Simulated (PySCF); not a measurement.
Job for PySCF: D3(BJ) and D4 dispersion corrections on GeH4OSi (SMILES [OH][Ge][SiH3]), a point of a torsion scan.

```python
from pyscf import gto
from pyscf.dispersion import dftd3, dftd4

mol = gto.M(
    atom='''
    O     2.25646682   -0.07339405   -0.25083998
    Ge    1.17405954   -1.28893602    0.44241322
    Si   -0.96889254   -0.07611065    0.31400530
    H     2.04128738    0.79927981   -0.57561181
    H    -0.90568756    1.28303434   -0.26071139
    H    -1.98553025   -0.76660538   -0.49675587
    H    -1.61493019    0.11276609    1.62339746
    ''',
    basis='def2-svp',
    charge=0, spin=0, verbose=0, max_memory=1800)
d3, d4 = {}, {}
for xc in ['hf', 'pbe', 'blyp', 'revpbe', 'tpss', 'r2scan', 'b3lyp', 'pbe0', 'bhlyp', 'camb3lyp', 'b2plyp']:
    d3[xc] = float(dftd3.DFTD3Dispersion(mol, xc=xc, version='d3bj', atm=False).get_dispersion()['energy'])
    print(f'D3(BJ) {xc:10s} {d3[xc]:14.8f} Eh')
for xc in ['hf', 'pbe', 'blyp', 'revpbe', 'tpss', 'r2scan', 'b3lyp', 'pbe0', 'bhlyp', 'camb3lyp', 'b2plyp']:
    d4[xc] = float(dftd4.DFTD4Dispersion(mol, xc={'camb3lyp': 'cam-b3lyp'}.get(xc, xc), atm=True).get_dispersion()['energy'])
    print(f'D4     {xc:10s} {d4[xc]:14.8f} Eh')
```

The log:

```
D3(BJ) hf            -0.04153436 Eh
D3(BJ) pbe           -0.00499142 Eh
D3(BJ) blyp          -0.01147196 Eh
D3(BJ) revpbe        -0.01187561 Eh
D3(BJ) tpss          -0.00655741 Eh
D3(BJ) r2scan        -0.00136890 Eh
D3(BJ) b3lyp         -0.00957884 Eh
D3(BJ) pbe0          -0.00458059 Eh
D3(BJ) bhlyp         -0.00836225 Eh
D3(BJ) camb3lyp      -0.00459519 Eh
D3(BJ) b2plyp        -0.00493982 Eh
D4     hf            -0.01675178 Eh
D4     pbe           -0.00506893 Eh
D4     blyp          -0.01095904 Eh
D4     revpbe        -0.01357416 Eh
D4     tpss          -0.00680043 Eh
D4     r2scan        -0.00113787 Eh
D4     b3lyp         -0.00830945 Eh
D4     pbe0          -0.00429834 Eh
D4     bhlyp         -0.00720720 Eh
D4     camb3lyp      -0.00444190 Eh
D4     b2plyp        -0.00350278 Eh
```

The run finished.

Cost: very roughly 0.020 core-seconds.
